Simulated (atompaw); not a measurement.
## Before and after: PAW (atompaw) potential for B (Z = 5)

* Element: B
* Generator: atompaw 4.2.0.5
* Type: PAW
* Functional: PBEsol
* Relativity: scalar-relativistic
* Frozen core: [He]
* Valence charge: 3
* Reference configuration: 2s1.5 2p1.5
* Partial waves: 2s (bound): rc 3.00 bohr; 2s channel at 3.4 Ry: rc 1.05 bohr; 2p (bound): rc 3.00 bohr; 2p channel at 1.75 Ry: rc 3.00 bohr; 3d channel at 0.35 Ry: rc 3.00 bohr; 3d channel at 2.25 Ry: rc 3.00 bohr
* Local potential: bessel scheme, radius 2.60 bohr
* Core correction: smooth core density matched at 2.00 bohr
* Augmentation charge: sinc compensation charge, radius 2.20 bohr; PAW radius 3.00 bohr; waves and projectors: custom polynom gramschmidtortho

Change: all radii scaled by about 1.11 (s 3.32, p 3.32, d 3.32 bohr); local potential bessel scheme, radius 2.88 bohr; augmentation sinc compensation charge, radius 2.44 bohr; PAW radius 3.32 bohr; waves and projectors: custom polynom gramschmidtortho; core correction smooth core density matched at 2.20 bohr.

Cutoffs: the cutoffs (Ry, on a coarse ladder) from which the occupation-weighted sum of valence levels, in a spherical-Bessel basis at the reference potential, stays within 10 and 1 mRy of its value at 400 Ry; they do not see the model core or the augmentation charge, which bear on the density cutoff.

Q: What does the change do?

A: Both files are very soft, the changed one slightly softer (loose and tight cutoff 6 and 8 Ry → 6 and 6 Ry on this coarse ladder); a bound ghost appears in s, which as a rule spoils a file.

```
                            quantity                    base                 changed
                       cutoff, loose                    6 Ry                    6 Ry
                       cutoff, tight                    8 Ry                    6 Ry
                        bound ghosts                    none                       s
lowest overlap eigenvalue by channel  s 0.97, p 0.89, d 0.98  s 0.57, p 0.85, d 0.97
```

 A true bound ghost makes a file unfit for plane-wave use even where its test errors are small: the radial tests pick states by their node count and pass the ghost by. The cutoffs see the waves, projectors and local potential, not the compensation charge or the core.
